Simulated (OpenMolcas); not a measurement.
Mn4+ (d3) in a complex was computed by CASSCF with the d shell active (OpenMolcas, ANO-RCC-VDZP on the metal). Its lowest spin-free states, and all those of the highest spin:

```
2S+1  Degeneracy  E (cm-1)
   4           1       0.0
   4           3     19546
   2           2     21331
   2           3     22439
   4           3     29323
   2           3     30976
   2           1     36715
   2           3     38782
   2           3     40485
   2           2     43082
   4           3     46001
   2           3     46331
```

Task: Is the site octahedral, tetrahedral or cube-like, axial, or of lower symmetry?

Result: The states with 2S+1 = 4 have orbital degeneracies 1, 3, 3, 3. Threefold states need a cubic site. For d3 at this spin an octahedron puts the single A2 below the threefold T2 and a tetrahedron or cube puts the threefold T1 below the threefold T2, so the site is octahedral. The first gap at this spin, 19500 cm-1, is |10Dq| in ligand-field theory. The run had Mn4+ with 6 ligands (fluoride) in octahedral coordination (Oh) at 1.84 Å. A charge of +0.333 e stands 2.4 Å behind each ligand. Ligand basis ANO-RCC-VDZP.

Without dynamic correlation the repulsion within the d shell is too large (B by tens of per cent), so at a given field states of lower spin stand too high. The least metal-like active orbital is 80 % on the metal (Löwdin) and no ligand orbital is active, so the numbers are rough. Ligand-to-metal charge-transfer states are missing. With no ligand orbital active B as a rule stays too high, so bands that hang on it stand too high and its fall with covalency is understated. With metal d orbitals alone and no dynamic correlation the field as a rule comes out too small, by tens of per cent, by up to half for chloride and softer ligands. No measured value stands beside these numbers; the geometry is a model, was not optimised and need not be the one that this ion takes.
